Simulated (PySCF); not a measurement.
# Ionisation energy of Bi by level of theory

Bi [Xe] 4f14 5d10 6s2 6p3 (4S) → Bi⁺ [Xe] 4f14 5d10 6s2 6p2 (3P), as a difference of total energies. Computed with PySCF 2.14 in x2c-TZVPPall with one added diffuse shell each of s, p, d, f type (12s8p7d4f, 99 functions), with the spin-free X2C one-electron Hamiltonian (Gaussian nucleus). Correlated levels: valence: [Xe] 4f14 5d10 frozen; valence and next inner shell: [Kr] 4d10 4f14 frozen. The calculations carry no spin-orbit coupling.

```tsv
method	ionisation energy (eV)
UHF	8.245
LDA	8.792
PBE	8.600
PBE0	8.674
r2SCAN	8.798
B2PLYP	8.526
r2SCANh	8.816
TPSS	8.558
MP2 (valence)	8.590
SCS-MP2 (valence)	8.476
MP2 (valence and next inner shell)	8.750
SCS-MP2 (valence and next inner shell)	8.569
```

Q: How much does correlation contribute at MP2 (valence and next inner shell)?

A: 8.750 − (8.245) = 0.505 eV, measured against UHF.

Spin-orbit coupling is strong in these open shells (close to jj coupling). The scalar numbers leave it out and a first-order estimate fails, so it can dominate the gap to the real levels.

Errors of the correlated levels include the incompleteness of this basis and the frozen core.

For comparison: 7.286 eV (measured; NIST Atomic Spectra Database, ionization energies).
